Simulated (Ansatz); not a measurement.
`F/C=C(/F)C=C(F)F` at its PBE0-D4/def2-TZVP geometry, where that method's forces vanish. Charge 0, multiplicity 1.

```xyz
10

F     2.4654    0.1346   -0.4902
C     1.4577    0.9999   -0.6299
C     0.2190    0.6590   -0.2826
F    -0.7388    1.5789   -0.4517
C    -0.1728   -0.6144    0.2584
C    -1.4010   -0.9721    0.6092
F    -1.6890   -2.1542    1.0981
F    -2.4796   -0.2419    0.5305
H     1.7343    1.9631   -1.0354
H     0.6046   -1.3529    0.3936
```

**Question.** What forces (eV/Å) does B3LYP-D4/def2-TZVPP give on these atoms in Ansatz 0.2.0? (An estimate is asked.)

**Answer.** Computed: 
```
F1   0.333 -0.265  0.039
C2  -0.194  0.384 -0.107
C3   0.265 -0.240  0.041
F4  -0.321  0.303 -0.055
C5   0.107 -0.106  0.020
C6   0.341  0.097 -0.097
F7  -0.097 -0.423  0.174
F8  -0.373  0.267 -0.032
H9  -0.010 -0.075  0.029
H10 -0.052  0.058 -0.012
```

B3LYP here is the variant with VWN-RPA as its local correlation; programs differ in this.
